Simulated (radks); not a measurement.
Results of a calculation; reference values are marked as such.
Question: Ba3+, configuration [Kr] 4d10 5s2 5p4 6d1 (not the ground configuration). Code: a radial shooting solver on a logarithmic mesh with Libxc functionals. Model: scalar-relativistic Kohn-Sham, r2SCAN, spin-polarised, spherical densities, finite nucleus; open shells are filled with parallel spins first (spin-orbit coupling, left out, can overturn this in heavy ions); meta-GGA in the generalised Kohn-Sham scheme; Fermi nuclear charge, rms radius 4.8378 fm. Some entries of the table are withheld. Estimate them.

| orbital | occ. | eigenvalue (Ry) | r(max) (bohr) | <1/r> (bohr^-1) |
|---|---|---|---|---|
| 1s up | 1 | -2745.541 | 0.01642 | 60.69 |
| 1s down | 1 | -2745.526 | 0.01642 | 60.69 |
| 2s up | 1 | -437.4322 | 0.09283 | 13.97 |
| 2s down | 1 | -437.4285 | 0.09283 | 13.97 |
| 2p up | 3 | -392.2836 | 0.07464 | 13.27 |
| 2p down | 3 | -392.2731 | 0.07464 | 13.27 |
| 3s up | 1 | -94.83052 | 0.2659 | 5.060 |
| 3s down | 1 | -94.82316 | 0.2659 | 5.060 |
| 3p up | 3 | -80.26863 | 0.2603 | 4.793 |
| 3p down | 3 | -80.25833 | 0.2603 | 4.793 |
| 3d up | 5 | -59.14265 | 0.2154 | 4.535 |
| 3d down | 5 | -59.13118 | 0.2154 | 4.535 |
| 4s up | 1 | -20.79577 | 0.6249 | 2.080 |
| 4s down | 1 | -20.77189 | 0.6253 | 2.078 |
| 4p up | 3 | -16.06662 | 0.6531 | 1.918 |
| 4p down | 3 | -16.04471 | 0.6536 | 1.916 |
| 4d up | 5 | -9.17607 | 0.6942 | 1.656 |
| 4d down | 5 | -9.14665 | 0.6945 | 1.659 |
| 5s up | 1 | -4.87114 | 1.455 | 0.8287 |
| 5s down | 1 | -4.67465 | 1.450 | 0.8322 |
| 5p up | 3 | (1) | 1.620 | 0.7309 |
| 5p down | 1 | (2) | 1.617 | 0.7284 |
| 6d up | 1 | -0.92798 | 4.994 | 0.2461 |

Answer: 
(1) 5p up eigenvalue (Ry): -3.64683
(2) 5p down eigenvalue (Ry): -3.45134
